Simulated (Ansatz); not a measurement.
(LiBr)3 ring (Li₃Br₃). Charge 0, multiplicity 1. Geometry B3LYP-D4/def2-SVP.

Cartesian coordinates in Å:
```
Li 0.208 -1.970 0.069
Br -0.163 -1.386 -2.158
Li -0.333 0.901 -1.733
Br -0.269 2.554 -0.089
Li 0.125 1.068 1.664
Br 0.432 -1.168 2.248
```

The 6-31G sets use Cartesian d functions. B3LYP takes the VWN-RPA correlation.

Problem. Estimate the orbital energies around the gap (eV) in Ansatz with HF/STO-3G, PBE-D4/def2-TZVP, B3LYP-D4/6-31G, BHLYP-D4/def2-TZVP, ωB97M-V/def2-TZVP.

Solution. 
```
orbital  HF/STO-3G  PBE-D4/def2-TZVP  B3LYP-D4/6-31G  BHLYP-D4/def2-TZVP  ωB97M-V/def2-TZVP
HOMO−13     -61.26            -51.11          -55.41              -59.69             -58.10
HOMO−12     -61.26            -51.11          -55.41              -59.69             -58.10
HOMO−11     -22.83            -18.21          -20.24              -22.62             -23.22
HOMO−10     -22.79            -18.21          -20.23              -22.62             -23.21
 HOMO−9     -22.79            -18.21          -20.23              -22.62             -23.21
 HOMO−8     -10.13             -7.62           -8.81              -10.06             -11.25
 HOMO−7     -10.08             -7.57           -8.74               -9.97             -11.07
 HOMO−6      -9.88             -7.50           -8.70               -9.90             -11.02
 HOMO−5      -9.88             -7.50           -8.70               -9.90             -11.02
 HOMO−4      -9.46             -7.15           -8.22               -9.52             -10.61
 HOMO−3      -9.16             -7.15           -8.22               -9.52             -10.61
 HOMO−2      -9.16             -6.96           -8.07               -9.34             -10.50
 HOMO−1      -8.76             -6.77           -7.84               -9.13             -10.26
   HOMO      -8.76             -6.77           -7.84               -9.13             -10.26
   LUMO       3.36             -1.36           -1.18               -0.39               0.09
 LUMO+1       4.58             -0.57           -0.36                0.35               0.69
 LUMO+2       4.58             -0.57           -0.36                0.35               0.70
 LUMO+3       5.20             -0.28            0.02                1.04               1.66
 LUMO+4       5.69             -0.01            0.09                1.15               1.74
 LUMO+5       5.69              0.40            0.59                1.56               2.18
```
